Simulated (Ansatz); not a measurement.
Start from `C[C](=N)[GeH2][OH]` and change one atom or group to get `C[C](=N)[AlH2]`.

Ansatz, PBE0-D4/def2-TZVP geometries, multiplicity 1. Each molecule was computed in one conformer, which needn't be the lowest.

Scalar relativity is left out up to krypton.

```tsv
property	`C[C](=N)[GeH2][OH]`
HOMO–LUMO gap (PBE/def2-TZVPP) / eV	4.16
HOMO energy (PBE/def2-TZVPP) / eV	-5.70
LUMO energy (B3LYP/def2-TZVPP) / eV	-0.70
HOMO–LUMO gap (B3LYP/def2-TZVPP) / eV	6.14
HOMO–LUMO gap (PBE0/def2-TZVPP) / eV	6.59
size of the dipole moment (ωB97M-V/def2-TZVPP) / D	2.91
```

(1) Give the same properties after the change, and the shifts. (An estimate is asked.)

Results:

(1) Computed: 
```json
{"property": "HOMO–LUMO gap (PBE/def2-TZVPP) / eV", "`C[C](=N)[AlH2]`": "2.52", "shift": "-1.64"}
{"property": "HOMO energy (PBE/def2-TZVPP) / eV", "`C[C](=N)[AlH2]`": "-5.40", "shift": "0.30"}
{"property": "LUMO energy (B3LYP/def2-TZVPP) / eV", "`C[C](=N)[AlH2]`": "-2.27", "shift": "-1.57"}
{"property": "HOMO–LUMO gap (B3LYP/def2-TZVPP) / eV", "`C[C](=N)[AlH2]`": "4.25", "shift": "-1.89"}
{"property": "HOMO–LUMO gap (PBE0/def2-TZVPP) / eV", "`C[C](=N)[AlH2]`": "4.66", "shift": "-1.93"}
{"property": "size of the dipole moment (ωB97M-V/def2-TZVPP) / D", "`C[C](=N)[AlH2]`": "1.74", "shift": "-1.17"}
```

With PBE0 the HOMO rises by 0.33 eV and the LUMO falls by 1.61 eV, so the gap narrows by about 1.94 eV. PBE moves the HOMO by 0.30 eV and ωB97M-V by 0.31 eV. Dipoles are sizes alone; their direction can turn.

B3LYP here is the variant with VWN-RPA as its local correlation; programs differ in this.
